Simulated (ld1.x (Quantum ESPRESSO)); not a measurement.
# Reading a pseudo-wave (Hf)

Columns: radius, all-electron u(r) and pseudo u(r) of the 5s shell (level -94.57 eV) of hafnium in the configuration [Kr] 4d10 4f14 5s2 5p6 5d1 6s0 6p0; LDA (PZ), scalar-relativistic, TM scheme, ld1.x (Quantum ESPRESSO) 7.5.

```tsv
r (bohr)	all-electron	pseudo
0.125	0.3156	0.0991
0.250	-0.1086	0.2068
0.375	-0.5992	0.3319
0.500	-0.2555	0.4813
0.625	0.3283	0.6548
0.750	0.7862	0.8364
0.875	1.0369	0.9904
1.000	1.1154	1.0741
1.125	1.0798	1.0650
1.250	0.9812	0.9792
1.375	0.8547	0.8547
1.500	0.7229	0.7229
1.625	0.5983	0.5983
1.750	0.4870	0.4870
1.875	0.3913	0.3913
2.000	0.3111	0.3111
2.125	0.2452	0.2452
2.250	0.1918	0.1918
2.375	0.1492	0.1492
2.500	0.1154	0.1154
2.625	0.0888	0.0888
2.750	0.0681	0.0681
2.875	0.0520	0.0520
3.000	0.0396	0.0396
3.125	0.0301	0.0301
3.250	0.0228	0.0228
```

Question: How many radial nodes do the two functions have?

Answer: The all-electron 5s function has n − l − 1 = 4 (the table is too coarse to show those close to the nucleus); the pseudo-wave has 0, since the states of the same l below it are removed with the core.

Question: At about which radius was the pseudo-wave matched?

Answer: 1.45 bohr, where the columns begin to agree (steps of 0.12 bohr).

Question: Is the pseudo-wave norm-conserving?

Answer: Yes: the TM scheme keeps the norm inside the radius equal to the all-electron one, which fixes the energy derivative of the logarithmic derivative at the level.
